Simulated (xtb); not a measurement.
C2H6AlF, charge -1, doublet, from a rough starting geometry (GFN-xTB shapes and energies of metal compounds can be far from the true ones) (a state made from the parent by changing its charge; the spin is typed, not shown lowest); GFN2-xTB (xtb).

The xtb input:
```
$ xtb mol.xyz --gfn 2 --chrg -1 --uhf 1 --opt vtight --json

# file mol.xyz
10

Al    -0.37774097     0.28928437    -0.38813428
C      1.45562554     0.04508969    -1.14098918
H      1.81626482    -0.92618614    -0.90093208
H      2.13673325     0.78830429    -0.65488318
H      1.46827915     0.21462334    -2.17860994
C     -1.08996198    -0.30380321     1.36888905
H     -1.63815865    -1.24946506     1.28874690
H     -1.80519361     0.48309408     1.77440224
H     -0.32659695    -0.49806916     2.14714920
F     -1.45449584     1.12439671    -1.32696257
```

Output, abridged:

```
   ID    Z sym.   atoms
    1   13 Al     1
    2    6 C      2, 6
    3    1 H      3-5, 7-9
    4    9 F      10

           -------------------------------------------------
          |                Calculation Setup                |
           -------------------------------------------------

           -------------------------------------------------
          |                 G F N 2 - x T B                 |
           -------------------------------------------------

          ...................................................
          :                      SETUP                      :
          :.................................................:
          :  # basis functions                  28          :
          :  # atomic orbitals                  27          :
          :  # shells                           15          :
          :  # electrons                        25          :
          :  max. iterations                   250          :
          :  Hamiltonian                  GFN2-xTB          :
          :  restarted?                      false          :
          :  GBSA solvation                  false          :
          :  PC potential                    false          :
          :  electronic temp.          300.0000000     K    :
          :  accuracy                    1.0000000          :
          :  -> integral cutoff          0.2500000E+02      :
          :  -> integral neglect         0.1000000E-07      :
          :  -> SCF convergence          0.1000000E-05 Eh   :
          :  -> wf. convergence          0.1000000E-03 e    :
          :  Broyden damping             0.4000000          :
          :  net charge                         -1          :
          :  unpaired electrons                  1          :
          ...................................................

 iter      E             dE          RMSdq      gap      omega  full diag
   1    -13.3957343 -0.133957E+02  0.779E+00    0.41       0.0  T
   2    -13.3879410  0.779332E-02  0.775E+00    1.17       1.0  T
   3    -13.4068619 -0.189209E-01  0.647E+00    1.36       1.0  T
   4    -13.4386411 -0.317792E-01  0.211E+00    1.64       1.0  T
   5    -13.4434097 -0.476865E-02  0.702E-01    1.99       1.0  T
   6    -13.4438846 -0.474921E-03  0.378E-01    1.87       1.0  T
   7    -13.4440141 -0.129445E-03  0.133E-01    1.82       1.0  T
   8    -13.4440331 -0.190394E-04  0.563E-02    1.82       1.0  T
[...]
 * total energy  :   -13.3345732 Eh     change       -0.3645923E-05 Eh
 * total energy  :   -13.3345773 Eh     change       -0.4039696E-05 Eh
 * total energy  :   -13.3345787 Eh     change       -0.1471675E-05 Eh
 * total energy  :   -13.3345796 Eh     change       -0.8589972E-06 Eh
 * total energy  :   -13.3345805 Eh     change       -0.9368225E-06 Eh
 * total energy  :   -13.3345815 Eh     change       -0.9554676E-06 Eh
 * total energy  :   -13.3345825 Eh     change       -0.1001566E-05 Eh
 * total energy  :   -13.3345833 Eh     change       -0.7766801E-06 Eh
 * total energy  :   -13.3345838 Eh     change       -0.5265673E-06 Eh
 * total energy  :   -13.3345841 Eh     change       -0.2952448E-06 Eh
 * total energy  :   -13.3345842 Eh     change       -0.1503681E-06 Eh
 * total energy  :   -13.3345843 Eh     change       -0.8486139E-07 Eh
   *** GEOMETRY OPTIMIZATION CONVERGED AFTER 54 ITERATIONS ***
         :: total energy             -13.334584312615 Eh    ::
[...]
     4   1 H        0.923    -0.039     3.841     3.065
     5   1 H        0.923    -0.058     4.292     3.240
     6   6 C        3.579    -0.185    24.984     7.258
     7   1 H        0.923    -0.058     4.299     3.243
     8   1 H        0.923    -0.039     3.840     3.064
     9   1 H        0.923    -0.060     4.353     3.263
    10   9 F        0.671    -0.393    13.459     4.331

 Mol. C6AA /au·bohr⁶  :       1306.144848
 Mol. C8AA /au·bohr⁸  :      45708.869756
 Mol. α(0) /au        :         61.584358

Wiberg/Mayer (AO) data.
largest (>0.10) Wiberg bond orders for each atom

 ---------------------------------------------------------------------------
     #   Z sym  total        # sym  WBO       # sym  WBO       # sym  WBO
 ---------------------------------------------------------------------------
     1  13 Al   2.951 --    10 F    1.055     6 C    0.847     2 C    0.847
     2   6 C    3.785 --     3 H    0.966     5 H    0.962     4 H    0.955
                             1 Al   0.847
     3   1 H    0.996 --     2 C    0.966
     4   1 H    0.998 --     2 C    0.955
     5   1 H    0.997 --     2 C    0.962
     6   6 C    3.785 --     9 H    0.966     7 H    0.962     8 H    0.955
                             1 Al   0.847
     7   1 H    0.997 --     6 C    0.962
     8   1 H    0.998 --     6 C    0.955
     9   1 H    0.996 --     6 C    0.966
    10   9 F    1.088 --     1 Al   1.055
 ---------------------------------------------------------------------------

Topologies differ in total number of bonds
Writing topology from bond orders to xtbtopo.mol

molecular dipole:
                 x           y           z       tot (Debye)
 q only:        0.648      -0.747       0.577
   full:        1.040      -0.609       1.010       3.996
molecular quadrupole (traceless):
                xx          xy          yy          xz          yz          zz
 q only:       -2.695       3.099       3.882       2.334       4.754      -1.187
  q+dip:       -1.730       3.210       2.347      -0.483       3.932      -0.617
   full:       -1.271       2.823       1.648      -0.857       3.266      -0.377

optimized geometry written to: xtbopt.xyz

           -------------------------------------------------
          | TOTAL ENERGY              -13.334584312615 Eh   |
          | GRADIENT NORM               0.000027271172 Eh/α |
          | HOMO-LUMO GAP               3.606300044593 eV   |
           -------------------------------------------------
```
